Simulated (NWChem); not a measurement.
System: SiH₄Te; SMILES [SiH3][TeH]

Program: NWChem. Coordinates come from a PBE0/def2-SVP optimisation. def2 effective core potentials on Te; no spin-orbit coupling. Vertical excitations in the gas phase.

Problem. What does the run give for BHandHLYP/def2-SVPD, full TDDFT? Quantities: lowest excitation, singlet (eV); oscillator strength of that lowest state; lowest state with f > 0.02, singlet (eV); oscillator strength of that bright state; orbital gap (eV).

Solution. 
```json
{
  "lowest excitation, singlet (eV)": "4.29",
  "oscillator_strength_of_that_lowest_state": "0.000",
  "lowest state with f > 0.02, singlet (eV)": "4.99",
  "oscillator_strength_of_that_bright_state": "0.029",
  "orbital gap (eV)": "7.27"
}
```
